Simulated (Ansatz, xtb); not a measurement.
## Relative energy of two isomers of C5H9NO

Structure X is `[H]/N=C/[C@H](O)C(=C)C`, a singlet and structure Y is `C=C(C)/C(O)=C\N`, a singlet. Both are isolated molecules in the gas phase, relaxed with r2SCAN-D4/def2-SVP; the shapes shown needn't be the lowest conformers.

X (Å):

```xyz
16

C    -2.0371    0.5933   -2.0566
C    -1.1683   -0.0903   -1.2974
C     0.1979   -0.5059   -1.7470
C    -1.5166   -0.4757    0.1366
C    -0.8843    0.5353    1.0695
N    -0.0581    0.1088    1.9359
O    -1.0855   -1.7613    0.4588
H    -3.0381    0.8449   -1.6896
H    -1.7795    0.9139   -3.0708
H     0.2740   -1.6047   -1.7376
H     0.4234   -0.1350   -2.7568
H     0.9738   -0.1407   -1.0511
H    -2.6183   -0.3782    0.2593
H    -0.4783   -1.6311    1.2181
H    -1.1751    1.5933    0.9240
H     0.3261    0.8588    2.5175
```

Y (Å):

```xyz
16

C     2.7651    0.0066   -1.2125
C     1.8727    0.2933   -0.2311
C     0.8689   -0.7445    0.2049
C     1.8442    1.6208    0.3788
C     1.1448    2.0373    1.4738
N     0.3230    1.3259    2.3311
O     2.6371    2.5896   -0.2093
H     2.7547   -0.9649   -1.7139
H     3.5490    0.7118   -1.5006
H     0.8440   -1.5791   -0.5099
H    -0.1478   -0.3294    0.2908
H     1.1377   -1.1791    1.1852
H     2.5526    2.4757   -1.1681
H     1.2248    3.1057    1.6995
H     0.4555    0.3229    2.3766
H     0.2176    1.7384    3.2506
```

Quicker runs give these differences E(Y) − E(X): GFN2-xTB −4.7 kcal/mol; HF/STO-3G +5.8 kcal/mol (at GFN2-xTB geometries); r2SCAN-D4/def2-SVP//GFN2-xTB −0.6 kcal/mol.

Q: Estimate E(Y) − E(X) at the level CCSD(T)/def2-SVP + ΔMP2/def2-TZVPP.

A: Calculated at CCSD(T)/def2-SVP + ΔMP2/def2-TZVPP: E(Y) − E(X) = +4.1 kcal/mol, so structure X lies lower.

Level by level:

```
                             level            geometry  E(Y) − E(X) (kcal/mol)  departure from the last row (kcal/mol)  job, with rough time for the two
                          GFN2-xTB            GFN2-xTB                      −4.7                                    −8.8              optimisation, 0.41 s
                         HF/STO-3G            GFN2-xTB                      +5.8                                    +1.7              single point, 0.62 s
      r2SCAN-D4/def2-SVP//GFN2-xTB            GFN2-xTB                      −0.6                                    −4.7                 single point, 9 s
                r2SCAN-D4/def2-SVP  r2SCAN-D4/def2-SVP                      −0.9                                    −5.0             optimisation, 2.1 min
                       HF/def2-SVP  r2SCAN-D4/def2-SVP                      +6.5                                    +2.4           part of the CCSD(T) run
                      MP2/def2-SVP  r2SCAN-D4/def2-SVP                      +5.0                                    +0.9           part of the CCSD(T) run
                  CCSD(T)/def2-SVP  r2SCAN-D4/def2-SVP                      +6.0                                    +1.9                      single point
CCSD(T)/def2-SVP + ΔMP2/def2-TZVPP  r2SCAN-D4/def2-SVP                      +4.1                                                     single point, 3.2 min
```

As drawn, Y has 1 C=C, 1 C–N, 1 N–H in place of 1 C=N, 1 C–C, 1 C–H.

GFN2-xTB, r2SCAN-D4/def2-SVP//GFN2-xTB, r2SCAN-D4/def2-SVP put the two in the other order. The largest departure from CCSD(T)/def2-SVP + ΔMP2/def2-TZVPP is that of GFN2-xTB, 8.8 kcal/mol. The last row adds to CCSD(T) the change of the MP2 difference between the two basis sets, here −1.9 kcal/mol.

With thermal terms from frequencies at re-optimised GFN2-xTB minima (ideal gas, soft modes damped towards free rotors, one conformer each, 298.15 K, 1 atm): on the last row, ΔE + ΔZPE = +4.6, ΔH = +4.6, ΔG = +5.0 kcal/mol.

The correlated steps freeze 7 core orbitals. Mirror images aren't counted in ΔG. Run with Ansatz 0.2.0, xtb 6.7.1; the last row on 2 threads of Arm Neoverse V1 on a shared host.
